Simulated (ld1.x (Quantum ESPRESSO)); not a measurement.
# cobalt: one change to an RRKJ potential, before and after

cobalt (Co), norm-conserving RRKJ (Kleinman–Bylander form), made with ld1.x (Quantum ESPRESSO) 7.5 (LDA (PZ), scalar-relativistic). Core [Ar], reference 3d7 4s2 4p0. Waves: 4p (bound, empty): rc 2.15 bohr; 3d (bound): rc 1.65 bohr; 4s (bound): rc 2.35 bohr. Local part: the s channel. Core correction: a·sin(br)/r model core inside 1.15 bohr. rho0 = 0.001.

All-electron outer shells of the reference configuration (LDA (PZ), scalar-relativistic, ld1.x):

```csv
shell,level (eV),outermost node (bohr),outermost maximum (bohr)
3s,-101.87,0.31,0.67
3p,-65.51,0.28,0.68
3d,-8.46,–,0.66
4s,-5.68,0.96,2.29
4p,-1.39,1.05,3.21
```

Change: core correction a·sin(br)/r model core inside 0.68 bohr.

Cutoffs: the cutoffs (Ry, on a coarse ladder) from which the occupation-weighted sum of valence levels, in a spherical-Bessel basis at the reference potential, stays within 10 and 1 mRy of its value at 400 Ry; they do not see the model core or the augmentation charge, which bear on the density cutoff. Errors are all-electron minus pseudo energies relative to the spin-unpolarised reference configuration.

**Question.** What does the change do?

**Answer.** The potential gets neither clearly harder nor softer (70 Ry and 100 Ry → 70 Ry and 100 Ry); of the 9 tests that both files solve, the error grows in 0 and shrinks in 2 by more than 15 % and 0.3 meV (median size 209.2 → 103.9 meV); neither file shows a bound ghost. A model core, the more so a compact one, raises the density cutoff, which this test does not measure.

```csv
quantity,base,changed
"cutoff, loose",70 Ry,70 Ry
"cutoff, tight",100 Ry,100 Ry
bound ghosts,none,none
"error for 3d7 4s1 4p0, meV [ΔE 9.30 eV]",-2.4,-2.6
"error for 3d7 4s0 4p0, meV [ΔE 26.38 eV]",-22,-23
"error for 3d6 4s0 4p0, meV [ΔE 62.57 eV]",-373,-380
"error for 3d8 4s0 4p0, meV [ΔE 6.71 eV]",-209,-219
"error for 3d6 4s2 4p0, meV [ΔE 15.46 eV]",-176,-187
"error for 3d7.5 4s1.5 4p0, meV [ΔE -0.98 eV]",-43,-45
"error for 3d6 4s2 4p1, meV [ΔE 9.77 eV]",-219,-231
"error for 3d7 4s2 4p0 (spin-polarised), meV [ΔE -1.98 eV]",+440,+98
"error for 3d7 4s1 4p0 (spin-polarised), meV [ΔE 6.72 eV]",+443,+104
s: phases at 2.55 bohr within 0.05 rad from the reference energy up to (Ry; the scan ends near 5),2.6,2.6
p: phases at 2.55 bohr within 0.05 rad from the reference energy up to (Ry; the scan ends near 5),to the end of the scan,to the end of the scan
d: phases at 2.55 bohr within 0.05 rad from the reference energy up to (Ry; the scan ends near 5),0.5,0.5
```
